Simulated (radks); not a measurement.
Te II, 51 electrons, occupied as [Kr] 4d10 5s2 5p3.

All-electron calculation, Dirac Kohn-Sham, PBEsol, spin-unpolarised, spherical densities, point nucleus; open shells are shared between the two j in proportion to 2j + 1. Program: a radial shooting solver on a logarithmic mesh with Libxc functionals.

Energy parts (eV):
part                       energy
total                 -184861.788
kinetic                195496.103
electron-nucleus      -448716.074
Hartree                 73061.824
exchange-correlation    -4703.642

Orbitals (lengths in bohr, moments of r in powers of bohr; <r^-3> diverges for s and p1/2):
| orbital | occ. | eigenvalue (eV) | <r> | <r^4> | <r^-3> | small-component weight |
|---|---|---|---|---|---|---|
| 1s1/2 | 2 | -31600.03 | 0.02782 | 2.875e-06 | - | 3.66e-02 |
| 2s1/2 | 2 | -4852.251 | 0.1195 | 0.0004922 | - | 7.80e-03 |
| 2p1/2 | 2 | -4547.317 | 0.1008 | 0.0003151 | - | 7.83e-03 |
| 2p3/2 | 4 | -4273.037 | 0.1064 | 0.0003755 | 4903 | 7.44e-03 |
| 3s1/2 | 2 | -972.6888 | 0.3220 | 0.02147 | - | 2.29e-03 |
| 3p1/2 | 2 | -847.3053 | 0.3124 | 0.02058 | - | 2.23e-03 |
| 3p3/2 | 4 | -796.1907 | 0.3238 | 0.02358 | 932.9 | 2.13e-03 |
| 3d3/2 | 4 | -574.8495 | 0.2948 | 0.01950 | 148.5 | 2.01e-03 |
| 3d5/2 | 6 | -564.1568 | 0.2984 | 0.02035 | 137.7 | 1.98e-03 |
| 4s1/2 | 2 | -173.0646 | 0.7647 | 0.6469 | - | 6.44e-04 |
| 4p1/2 | 2 | -129.9625 | 0.8016 | 0.8239 | - | 5.82e-04 |
| 4p3/2 | 4 | -120.2190 | 0.8304 | 0.9501 | 177.9 | 5.50e-04 |
| 4d3/2 | 4 | -51.4631 | 0.9641 | 2.090 | 20.92 | 4.06e-04 |
| 4d5/2 | 6 | -49.9909 | 0.9763 | 2.202 | 19.20 | 3.98e-04 |
| 5s1/2 | 2 | -23.4899 | 2.030 | 32.97 | - | 1.06e-04 |
| 5p1/2 | 1 | -14.3627 | 2.409 | 69.65 | - | 7.47e-05 |
| 5p3/2 | 2 | -13.4227 | 2.506 | 81.54 | 17.05 | 6.91e-05 |

The highest occupied level is 5p3/2 at -13.423 eV. The density falls to 0.001 e/bohr^3 at r = 4.24 bohr.
